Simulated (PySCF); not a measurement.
From computed data to an observable: oscillator strength and radiative lifetime

Ti(OEt)(H)3 (C₂H₈OTi), SMILES CC[O][TiH3], multiplicity 1.

The structure is a stationary point at PBE-D3(BJ)/def2-SVP. The multiplicity is an assumed one; no other spin state was optimised. The structure was generated by enumeration; whether it is a known compound was not checked. The values are those of a single conformer.

TDDFT-PBE0/def2-SVPD (PySCF) puts the first singlet state with f over 0.02 at 5.25 eV (vertical), with the transition dipole (0.390, 0.070, 0.000) in atomic units.

Problem. Find the oscillator strength, the wavelength and the radiative lifetime that this transition would have in vacuum if emission retraced absorption.

Solution. 
|μ|² = 0.1570 au, so |μ| = 1.01 D. ΔE = 5.25/27.211 = 0.1929 hartree. f = (2/3) ΔE |μ|² = 0.020 (the program prints 0.020).
λ = 1239.84/5.25 = 236 nm; ν = 42344 cm⁻¹.
Einstein's coefficient A = 0.6670 ν² f s⁻¹ (ν in cm⁻¹) = 2.4e7 s⁻¹, so τ = 1/A = 41 ns. This state is S10; the lower singlets have f = 0.000, 0.001, 0.001, 0.008, 0.001, 0.000, 0.016, 0.015, 0.000. The figure is the radiative limit of this one transition; relaxation, internal conversion, crossing to triplets and a medium change what is measured.
